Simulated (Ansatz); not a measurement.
Process, species as SMILES: C[Si](O)(O)O -> C[Si]([O])(O)O + H atom (the H-O bond at the site shown breaks; other sites are not compared here)
Each molecule is optimised on its own at B3LYP-D3(BJ)/def2-TZVP (Ansatz, an electronic-structure program), one conformer each, not searched for the lowest. Frequencies are from Ansatz.

Wanted: bond dissociation energy (enthalpy at 298 K, with B3LYP-D3(BJ) rigid-rotor harmonic-oscillator terms), in kcal/mol. Cores are frozen in the correlated levels unless marked. Open shells are spin-unrestricted. Spin-orbit coupling is left out. Non-relativistic. Basis-set limits of correlation are two-point, X^-3; Hartree-Fock from the larger set. [CCSD(T)-MP2]/basis is that difference in the basis named.

```
level                                                                 program  bond dissociation energy (kcal/mol)  minus last row
-------------------------------------------------------------  --------------  -----------------------------------  --------------
BLYP-D3(BJ)/def2-TZVPD                                         Ansatz + dftd3                                113.9            -8.4
PBE0-D3(BJ)/def2-TZVP                                          Ansatz + dftd3                                115.3            -7.0
r2SCAN0/def2-TZVPD                                                     Ansatz                                114.4            -7.9
HSE06/def2-TZVPD                                                       Ansatz                                115.4            -6.9
MP2/6-31G                                                              Ansatz                                105.4           -16.9
RI-MP2/cc-pV(T+d)Z                                                     Ansatz                                124.0             1.7
RI-MP2/cc-pV(Q+d)Z                                                     Ansatz                                126.2             3.9
CCSD/cc-pV(Q+d)Z                                                       Ansatz                                119.7            -2.6
RI-MP2/CBS(cc-pV(T+d)Z,cc-pV(Q+d)Z)+[CCSD(T)-MP2]/cc-pV(T+d)Z          Ansatz                                122.9             0.6
CCSD(T)/CBS(cc-pV(T+d)Z,cc-pV(Q+d)Z)                                   Ansatz                                122.3             0.0
```
